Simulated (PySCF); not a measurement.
C7H9NO.
Cartesian coordinates in Å at the GFN2-xTB level; atoms count from 1:
```xyz
18
C7H9NO angstrom
C     -2.826   -0.110   -1.251
C     -2.260   -0.458   -0.112
C     -1.404    0.455    0.717
C     -0.020   -0.131    0.860
C      0.120   -1.186    1.784
N      0.184   -2.035    2.553
C      1.017    0.291    0.120
O      2.247   -0.248    0.209
C      3.240    0.323   -0.612
H     -3.430   -0.796   -1.820
H     -2.719    0.882   -1.659
H     -2.377   -1.459    0.283
H     -1.850    0.560    1.710
H     -1.342    1.440    0.251
H      0.884    1.103   -0.589
H      4.144   -0.257   -0.442
H      2.963    0.265   -1.669
H      3.423    1.368   -0.344
```

A PySCF run (density fitting, gas phase, GFN2-xTB geometry) gave HOMO -5.64 eV, LUMO -1.62 eV, dipole 5.55 D and E = -401.973 Eh.

**Question.** Which of these levels was it?
A. PBE0/pcSseg-1
B. B3LYP/pcseg-1
C. OPBE/6-311G**
D. PBE0/def2-SVPD

**Answer.** C. It is OPBE/6-311G**. All candidates on this geometry:

```json
{"level and settings": "OPBE/6-311G**, energy threshold 1e-08 Eh", "kind": "GGA", "basis functions": "216", "SCF cycles": "12", "E (Eh)": "-401.9733", "HOMO (eV)": "-5.64", "LUMO (eV)": "-1.62", "dipole (D)": "5.55"}
{"level and settings": "B3LYP/pcseg-1, level shift 0.3 Eh", "kind": "global hybrid", "basis functions": "171", "SCF cycles": "14", "E (Eh)": "-401.9959", "HOMO (eV)": "-6.69", "LUMO (eV)": "-1.14", "dipole (D)": "5.79"}
{"level and settings": "PBE0/def2-SVPD", "kind": "global hybrid", "basis functions": "255", "SCF cycles": "14", "E (Eh)": "-401.3129", "HOMO (eV)": "-6.97", "LUMO (eV)": "-1.06", "dipole (D)": "5.72"}
{"level and settings": "PBE0/pcSseg-1", "kind": "global hybrid", "basis functions": "198", "SCF cycles": "15", "E (Eh)": "-401.5412", "HOMO (eV)": "-6.91", "LUMO (eV)": "-0.94", "dipole (D)": "5.87"}
```

The nearest other candidate, by the summed differences of HOMO and LUMO, is B3LYP/pcseg-1: its HOMO differs by -1.05 eV and its LUMO by +0.48 eV. Cycle counts include a coarse-grid stage where the run had one. All basis functions are spherical, in the Pople sets too.
